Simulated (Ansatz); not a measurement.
Total energies of Sn₃Br₈ from Ansatz at PBE-D4/def2-SVP, gas phase (1 Eh = 27.2114 eV = 2625.5 kJ/mol). The reference geometry is relaxed at PBE-D4/def2-SVP.

```xyz
11

Sn   -1.570   -1.895    0.595
Sn   -0.194    1.223   -1.806
Sn    1.864    0.215    2.145
Br   -3.593   -2.030    2.163
Br   -2.219   -0.112   -2.556
Br   -0.217    3.671   -1.245
Br    0.969    1.331   -4.051
Br   -1.333    0.919    0.808
Br    0.408   -2.087    2.653
Br    4.133   -0.997    2.077
Br    1.751   -0.238   -0.784
```

```json
{"state": "charge 0 singlet", "geometry": "reference", "energy (Eh)": "-21231.04893"}
{"state": "charge 1 doublet", "geometry": "reference", "energy (Eh)": "-21230.73540"}
{"state": "charge -1 doublet", "geometry": "reference", "energy (Eh)": "-21231.15743"}
{"state": "charge -1 doublet", "geometry": "relaxed at PBE-D4/def2-SVP", "energy (Eh)": "-21231.18746"}
{"state": "free Sn atom (triplet)", "geometry": "–", "energy (Eh)": "-214.24400"}
{"state": "free Br atom (doublet)", "geometry": "–", "energy (Eh)": "-2573.40726"}
```

In the def2 sets Sn takes a core potential; there is no spin–orbit coupling.

(1) Work out the vertical ionisation energy to the doublet.

(2) Work out the vertical electron affinity, to the doublet.

(3) Give the fundamental gap IE − EA, the Mulliken electronegativity (IE + EA)/2 and the hardness (IE − EA)/2.

(4) How much does the charge -1 doublet relax, and what is the adiabatic electron affinity?

(5) What is the binding energy per atom against free atoms?

(1) E(charge 1 doublet) − E(charge 0 singlet) = -21230.73540 − (-21231.04893) = 0.31353 Eh = 8.53 eV. For comparison, −ε of the highest occupied level is 6.68 eV at this level, 1.85 eV less.

(2) E(charge 0 singlet) − E(charge -1 doublet) = -21231.04893 − (-21231.15743) = 0.10850 Eh = 2.95 eV. The basis lacks diffuse functions, which makes affinities too small.

(3) From the values in Eh: IE − EA = 0.31353 − 0.10850 = 0.20503 Eh = 5.58 eV; (IE + EA)/2 = 5.74 eV; (IE − EA)/2 = 2.79 eV. The HOMO–LUMO gap of the same run is 1.65 eV, 3.93 eV smaller than the fundamental gap.

(4) Relaxation: -21231.15743 − (-21231.18746) = 0.03003 Eh = 0.82 eV. Adiabatic electron affinity: 0.13853 Eh = 3.77 eV, without zero-point energy. 

(5) Atoms: 3 × (-214.24400) + 8 × (-2573.40726) = -21229.99008 Eh. Binding: -21229.99008 − (-21231.04893) = 1.05885 Eh = 28.81 eV, or 2.62 eV for each of 11 atoms (no zero-point energy, no counterpoise term).

At PBE-D4/def2-SVP the gap within one spin of the charge 1 doublet nearly closes, so an electron or hole may be smeared out by delocalisation error.  

The structure comes from a short search, and lower isomers may exist.
